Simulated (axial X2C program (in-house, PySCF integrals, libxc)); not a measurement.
MoSi: from the spin-free to the two-component result

Calculated with an in-house all-electron X2C program for linear molecules (integrals from PySCF). Spin-free means the one-electron spin-free X2C Hamiltonian; two-component (2c) means X2C with spin–orbit coupling and atomic mean-field two-electron Coulomb and Gaunt terms, so the difference of the two also holds small scalar two-electron terms. Basis: Mo dyall-cv3z [11s12p9d5f3g], Si dyall-v3z [8s7p2d1f] (cores contracted in-house); Gaussian nuclei, density fitting, unrestricted open shells. Masses: Mo 97.905 u, Si 27.977 u.

Spin-free state: M_S = 2, Λ = 1 (beyond evenly filled blocks: σα, π+α, π+β, π-α, δ+α, δ-α); fragments Mo + Si.

```
  level  Re (Å)  ωe (cm⁻¹)  De (eV)  μ (D)
   PBE0   2.364      320.8    1.901  -2.68
   CCSD   2.406      297.4    1.514    n/a
CCSD(T)   2.357      330.9    1.778    n/a
```

Correlated methods: 18 electrons correlated (number of frozen shells: Mo 3 s, 2 p, 1 d; Si 2 s, 1 p), 264 virtual spin orbitals or spinors in MP2, 110 natural virtuals in coupled cluster.

Dipoles are positive if Si is the positive end.

Two-component determinant lowest at the distance of the search:

Ω = 3 (⟨Sz⟩ = 2.00, ⟨Lz⟩ = 1.00 at HF); fragments Mo + Si.

| level | Re (Å) | ωe (cm⁻¹) | De (eV) | μ (D) |
| --- | --- | --- | --- | --- |
| PBE0 | 2.361 | 321.2 | 1.914 | -2.66 |
| CCSD | 2.404 | 297.5 | 1.528 | n/a |
| CCSD(T) | 2.355 | 331.3 | 1.789 | n/a |

(1) From the two tables, how do the constants change at the CCSD(T) level (2c against spin-free)?

The state is one determinant whose occupation by symmetry is held fixed; it was picked as the lowest of a PBE0 search that is not exhaustive. De is counted from the lowest determinant-based energies of the atoms at the same level, without counterpoise correction. Density functionals use the spin component along the axis (collinear). CCSD and (T) use frozen natural virtuals with an MP2 correction for the truncation; (T) itself is uncorrected, so its De runs slightly low. A 2c atom that is not at its ground J level misses part of its spin–orbit lowering, and De is too large by that part (0.04 eV or less for light atoms). This holds for PBE0, CCSD, CCSD(T). PBE0 can misorder states that lie within some tenths of an eV, so this need not be the ground state of the molecule. The nearest other spin-free determinant of the search, M_S = 2, Λ = 0, lies 0.08 eV up at the distance of the search. Without a current term, density functionals place determinants with orbital angular momentum somewhat too high. With several unpaired electrons one determinant need not be a pure state. A state of lower Ω lies just above, and one determinant can place such states too high, so the state shown need not be the lowest. The search has Ω = 1 only 0.03 eV up. Open-shell Ω = 0 determinants with evenly filled partner blocks cannot be reached by this program, so the Ω shown need not be the lowest component. The determinant is spin-polarised beyond a pure state at some levels (its spin-free form has ⟨S²⟩ too high), which makes Re and μ there less reliable. The T1 diagnostic is large, a sign of multireference character.

Answers

(1) At the CCSD(T) level Re falls by 0.002 Å and ωe goes up by 0.4 cm⁻¹; De is not compared, since the atomic limits differ or miss part of their spin–orbit lowering.
